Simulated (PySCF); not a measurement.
## Peak assignment

Molfile (atoms numbered from 1):
```
C4H6F4Si
     RDKit          3D

 15 15  0  0  0  0  0  0  0  0999 V2000
   -2.2325    1.3458    0.0060 F   0  0  0  0  0  0  0  0  0  0  0  0
   -2.0539    0.0161    0.0363 C   0  0  0  0  0  0  0  0  0  0  0  0
   -2.9199   -0.5060   -0.8420 F   0  0  0  0  0  0  0  0  0  0  0  0
   -2.4411   -0.3946    1.2515 F   0  0  0  0  0  0  0  0  0  0  0  0
   -0.6200   -0.3465   -0.2658 C   0  0  1  0  0  0  0  0  0  0  0  0
   -0.4648   -1.7070   -0.2410 F   0  0  0  0  0  0  0  0  0  0  0  0
    0.1729    0.4344   -1.2591 C   0  0  0  0  0  0  0  0  0  0  0  0
    0.5069    0.5091    0.2089 C   0  0  2  0  0  0  0  0  0  0  0  0
    2.0613   -0.3397    0.8886 Si  0  0  0  0  0  4  0  0  0  0  0  0
    0.8264   -0.1364   -1.9013 H   0  0  0  0  0  0  0  0  0  0  0  0
   -0.3048    1.2742   -1.7425 H   0  0  0  0  0  0  0  0  0  0  0  0
    0.1968    1.4167    0.7130 H   0  0  0  0  0  0  0  0  0  0  0  0
    1.7553   -0.7953    2.2420 H   0  0  0  0  0  0  0  0  0  0  0  0
    2.4084   -1.4481    0.0045 H   0  0  0  0  0  0  0  0  0  0  0  0
    3.1047    0.6854    0.8789 H   0  0  0  0  0  0  0  0  0  0  0  0
  1  2  1  0
  2  3  1  0
  2  4  1  0
  2  5  1  0
  5  6  1  6
  5  7  1  0
  7  8  1  0
  8  9  1  0
  8  5  1  0
  7 10  1  0
  7 11  1  0
  8 12  1  1
  9 13  1  0
  9 14  1  0
  9 15  1  0
M  END
```

[PySCF 2.14: GFN2-xTB geometry; σ from GIAO-PBE0/pcSseg-1; rapidly exchanging positions averaged; gas phase; non-relativistic; one conformer]

Referencing at the same level of theory: TMS for $^{13}$C (σ = 186.93 ppm) and $^{1}$H (σ = 31.72 ppm).

(1) Assign these signals to the numbered atoms. $^{13}$C{$^{1}$H} NMR (computed): δ 133.5 (C), 82.0 (C), 17.0 (CH2), 7.4 (CH).

(2) Assign these signals to the numbered atoms. $^{1}$H NMR (500 MHz, computed): δ 4.05 (d, 3H), 1.40 (m, 1H), 1.11 (m, 1H), 0.72 (m, 1H).

Results:

(1) 
| δ (ppm) | atoms | environment | reason |
| --- | --- | --- | --- |
| 133.5 | C2 | CF3 carbon | 3 electronegative neighbours deshield it |
| 82.0 | C5 | three-membered-ring carbon | pulled downfield by the heteroatom |
| 17.0 | C7 | three-membered-ring carbon | – |
| 7.4 | C8 | three-membered-ring carbon | – |

(2) 
| δ (ppm) | atoms | environment | reason |
| --- | --- | --- | --- |
| 4.05 | H13/H14/H15 | hydrogen on a silicon bonded to C | – |
| 1.40 | H11 | hydrogen on a three-membered-ring carbon | cyclopropane-type protons are shielded by the ring |
| 1.11 | H10 | hydrogen on a three-membered-ring carbon | – |
| 0.72 | H12 | hydrogen on a three-membered-ring carbon | – |

Splittings by $^{19}$F in the carbon and heteronuclear signals aren't shown, as no couplings were computed. Shifts are as computed. Against solution values, carbons near 30 ppm lie about +3 ppm off and those near 130 ppm about +5 ppm. Of 1211 compounds with measured shifts, 218 miss one by over three times the rms of a fit or turn the order of signals round; such compounds aren't used in these exercises. Multiplicities follow the n + 1 count of equivalent neighbours, as no J values were calculated; m marks all less simple cases, F and P coupling included.
